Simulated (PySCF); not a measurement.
A structure optimised at PBE-D3(BJ)/def2-SVP, used in a PySCF frequency run:

```xyz
14

C      1.9690    -0.0448     0.7129
O      1.2424    -0.0894    -0.4938
Si    -0.4509    -0.0646    -0.5295
C     -1.1017     1.5668     0.1459
N     -1.2165    -1.3357     0.3773
H      1.5743    -0.7617     1.4727
H      1.9640     0.9712     1.1757
H      3.0273    -0.3149     0.5120
H     -0.7385    -0.2591    -1.9853
H     -2.1987     1.6467     0.0077
H     -0.6218     2.4208    -0.3729
H     -0.8871     1.6705     1.2301
H     -1.0318    -2.3163     0.1542
H     -1.4026    -1.2202     1.3756
```

Question: Write its SMILES and formula.

Answer: CO[Si@H](C)N, C2H9NOSi

Question: What are its rotational constants (standard atomic weights)?

Answer: 4.8091, 2.9931, 2.3667 GHz
